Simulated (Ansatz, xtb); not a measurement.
## Relative energy of two isomers of C6H7N2S+

Structure X: `C[C@H](C#N)[n+]1ccsc1`, a singlet. Structure Y: `CC[n+]1cscc1C#N`, a singlet. Both are isolated ions in the gas phase, relaxed with PBE-D3(BJ)/def2-SVP; the shapes shown needn't be the lowest conformers.

X (Å):

```json
{"atom": "C", "x (Å)": "0.6877", "y (Å)": "1.0780", "z (Å)": "-0.7555"}
{"atom": "C", "x (Å)": "0.0831", "y (Å)": "-0.3267", "z (Å)": "-0.8928"}
{"atom": "C", "x (Å)": "-0.6302", "y (Å)": "-0.5045", "z (Å)": "-2.1614"}
{"atom": "C", "x (Å)": "-0.3888", "y (Å)": "-0.8749", "z (Å)": "1.5265"}
{"atom": "C", "x (Å)": "-1.4096", "y (Å)": "-1.0773", "z (Å)": "2.4170"}
{"atom": "C", "x (Å)": "-2.1916", "y (Å)": "-0.6395", "z (Å)": "0.1416"}
{"atom": "N", "x (Å)": "-1.2190", "y (Å)": "-0.6097", "z (Å)": "-3.1671"}
{"atom": "N", "x (Å)": "-0.8551", "y (Å)": "-0.6290", "z (Å)": "0.2434"}
{"atom": "S", "x (Å)": "-2.9475", "y (Å)": "-0.9573", "z (Å)": "1.6291"}
{"atom": "H", "x (Å)": "-0.1001", "y (Å)": "1.8537", "z (Å)": "-0.8041"}
{"atom": "H", "x (Å)": "1.3978", "y (Å)": "1.2447", "z (Å)": "-1.5878"}
{"atom": "H", "x (Å)": "1.2435", "y (Å)": "1.1739", "z (Å)": "0.1968"}
{"atom": "H", "x (Å)": "0.8787", "y (Å)": "-1.1004", "z (Å)": "-0.8329"}
{"atom": "H", "x (Å)": "0.6897", "y (Å)": "-0.8961", "z (Å)": "1.7281"}
{"atom": "H", "x (Å)": "-1.3354", "y (Å)": "-1.2985", "z (Å)": "3.4898"}
{"atom": "H", "x (Å)": "-2.7204", "y (Å)": "-0.4766", "z (Å)": "-0.8091"}
```

Y (Å):

```yaml
atoms:
  - { symbol: C, position_ang: [-0.2747, 0.5850, -1.7850] }
  - { symbol: C, position_ang: [-0.9129, -0.7056, -1.2866] }
  - { symbol: C, position_ang: [-1.4880, -0.6561, 1.1395] }
  - { symbol: C, position_ang: [0.6156, -1.5441, 2.0050] }
  - { symbol: C, position_ang: [0.5834, -1.4592, 0.6265] }
  - { symbol: C, position_ang: [1.6111, -1.8355, -0.2831] }
  - { symbol: N, position_ang: [-0.6345, -0.9499, 0.1573] }
  - { symbol: N, position_ang: [2.4517, -2.1410, -1.0423] }
  - { symbol: S, position_ang: [-0.8646, -0.9870, 2.6911] }
  - { symbol: H, position_ang: [0.8292, 0.5599, -1.7025] }
  - { symbol: H, position_ang: [-0.5244, 0.7058, -2.8571] }
  - { symbol: H, position_ang: [-0.6613, 1.4687, -1.2408] }
  - { symbol: H, position_ang: [-2.0142, -0.6974, -1.3928] }
  - { symbol: H, position_ang: [-0.5297, -1.5924, -1.8290] }
  - { symbol: H, position_ang: [-2.4900, -0.2431, 0.9582] }
  - { symbol: H, position_ang: [1.4399, -1.9138, 2.6284] }
```

Quicker runs give these differences E(Y) − E(X): GFN2-xTB −1.72 kcal/mol; HF/STO-3G −4.40 kcal/mol (at GFN2-xTB geometries); r2SCAN-D4/def2-SVP −3.02 kcal/mol (at GFN2-xTB geometries).

**Question.** Estimate E(Y) − E(X) at the level CCSD(T)/def2-SVP + ΔMP2/def2-TZVPP.

**Answer.** Too close to call at this level: CCSD(T)/def2-SVP + ΔMP2/def2-TZVPP gives E(Y) − E(X) = −0.51 kcal/mol.

Level by level:

```csv
level,geometry,E(Y) − E(X) (kcal/mol),departure from the last row (kcal/mol),"job, with rough time for the two"
GFN2-xTB,GFN2-xTB,−1.72,−1.21,"optimisation, 0.27 s"
HF/STO-3G,GFN2-xTB,−4.40,−3.89,"single point, 0.6 s"
r2SCAN-D4/def2-SVP,GFN2-xTB,−3.02,−2.51,"single point, 5.4 s"
PBE-D3(BJ)/def2-SVP,PBE-D3(BJ)/def2-SVP,−3.07,−2.55,"optimisation, 38 s"
HF/def2-SVP,PBE-D3(BJ)/def2-SVP,+0.48,+0.99,part of the CCSD(T) run
MP2/def2-SVP,PBE-D3(BJ)/def2-SVP,−2.05,−1.54,part of the CCSD(T) run
CCSD(T)/def2-SVP,PBE-D3(BJ)/def2-SVP,−1.11,−0.60,single point
CCSD(T)/def2-SVP + ΔMP2/def2-TZVPP,PBE-D3(BJ)/def2-SVP,−0.51,,"single point, 3.1 min"
```

As drawn, both hold the same kinds of bond in the same numbers.

The largest departure from CCSD(T)/def2-SVP + ΔMP2/def2-TZVPP is that of HF/STO-3G, 3.89 kcal/mol. The last row adds to CCSD(T) the change of the MP2 difference between the two basis sets, here +0.60 kcal/mol.

With thermal terms from frequencies at re-optimised GFN2-xTB minima (ideal gas, soft modes damped towards free rotors, one conformer each, 298.15 K, 1 atm): the zero-point term adds +0.32 kcal/mol; ΔH is −0.17 and ΔG −0.25 kcal/mol.

The correlated steps freeze 13 core orbitals. Mirror images aren't counted in ΔG. Codes used: Ansatz 0.2.0, xtb 6.7.1; the last row on 4 threads of Arm Neoverse V1 on a shared host.
